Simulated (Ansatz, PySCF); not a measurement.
Torsion H4–N1–Si2–F3 in FH2NSi (SMILES N[Si]F); at each angle all else is relaxed with GFN2-xTB, and the levels are single points there.
Geometry at 0° (charge 0, multiplicity 1):
```xyz
5

N     -0.584    -0.025     0.059
Si     0.920    -0.757     0.384
F      1.658     0.635     0.870
H     -0.763     0.962     0.188
H     -1.388    -0.522    -0.281
```

On the grid 0° to 330°, 90° is the highest and 0° the lowest point at CCSD(T)/CBS(cc-pV(T+d)Z, cc-pV(Q+d)Z).

Frozen-core correlation. Rows in 3-21G, STO-3G carry no dispersion term and start afresh at each structure.

Run with Ansatz (a quantum-chemistry and plane-wave program); PySCF for 3-21G rows, STO-3G rows, the dispersion terms. 

```
level                  energy at 90° less that at 0° (kcal/mol)
---------------------  ----------------------------------------
HF/STO-3G                                                 17.01
HF/cc-pV(T+d)Z                                            14.17
PBE-D3(BJ)/def2-TZVPP                                     13.26
BLYP-D4/def2-TZVPP                                        13.14
r2SCAN/def2-TZVPP                                         14.29
r2SCAN-D4/def2-TZVPP                                      14.29
B3LYP/3-21G                                                   ?
wB97X-V/def2-TZVPP                                            ?
SCS-MP2/cc-pV(D+d)Z                                       14.29
```

### Question
Complete the blanks.

### Answer

- B3LYP/3-21G, energy at 90° less that at 0° (kcal/mol): 17.88
- wB97X-V/def2-TZVPP, energy at 90° less that at 0° (kcal/mol): 13.58
